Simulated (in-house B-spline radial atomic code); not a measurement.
What moves the levels of P ([Ne] 3s2 3p3)? Method: Dirac-Hartree-Fock, average of configuration, Fermi nucleus of rms radius 3.1889 fm. Calculated with an all-electron radial atomic-structure program (B-spline basis).

Baseline run (computed): total energy -341.4947 hartree, 1s1/2 at -80.2302 hartree, 3p3/2 at -9.5074 eV with <r> = 2.372 bohr.

Scaling the speed of light c (a factor of 100 is close to the non-relativistic limit):

```csv
c/c0,ΔE (hartree),3p3/2 level (eV),3p3/2 <r> (bohr)
0.9,-0.19989,-9.49989,2.372
0.98,-0.035098,-9.50609,2.372
1.02,0.033038,-9.50866,2.372
1.2,0.25956,-9.51719,2.371
100,0.84596,-9.5395,2.369
```

Changing the nucleus:

```
                               nucleus    ΔE (eV)
Gaussian nucleus of rms radius 0.01 fm   -0.00742
 Fermi nucleus of rms radius 3.1251 fm  -0.000292
 Fermi nucleus of rms radius 3.2527 fm   0.000298
```

A larger nucleus binds the electrons less, roughly as the density at the nucleus times the change of the nuclear <r²>. A radius of 0.01 fm is nearly a point.

**Question.** The nuclear charge is raised by 0.1. What does the Hellmann-Feynman theorem predict for the energy, and what is found?

**Answer.** dE/dZ ≈ -Σ<1/r>, which is -54.3745 at the start and -54.8424 at the end; their mean times 0.1 is -5.4608 hartree, and the two runs differ by -5.4608 hartree.
